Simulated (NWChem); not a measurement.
System: C3H5BO2; SMILES C#CCB(O)O

```xyz
11

C      0.3061     2.6048     0.0000
C     -0.3399     1.5773     0.0000
C     -1.0117     0.2911     0.0000
B      0.0168    -0.9289     0.0000
O     -0.4925    -2.1861     0.0000
O      1.3603    -0.7424     0.0000
H      0.8374     3.5385     0.0000
H     -1.6715     0.1930     0.8797
H     -1.6715     0.1930    -0.8797
H      0.2058    -2.8506     0.0000
H      1.5838     0.1986     0.0000
```
Atoms are numbered in this order, from 1.

All runs use the structure optimised with PBE0/def2-SVP.

**Question.** Give the principal values of the shielding tensors (ppm) of C1, C2, C3, B4, O5 from BHandHLYP/pcSseg-1, GIAO (NWChem), with their diamagnetic and paramagnetic parts as GIAO splits them.

**Answer.** 
```
atom    σ11    σ22    σ33  isotropic  diamagnetic  paramagnetic
----  -----  -----  -----  ---------  -----------  ------------
C1     34.6   35.6  256.3      108.9        258.9        -150.1
C2     -8.6    3.0  295.8       96.7        263.9        -167.2
C3    167.1  174.0  197.6      179.6        252.0         -72.4
B4     59.0   64.6   96.4       73.3        191.9        -118.6
O5    127.7  273.6  288.6      230.0        389.0        -159.0
```
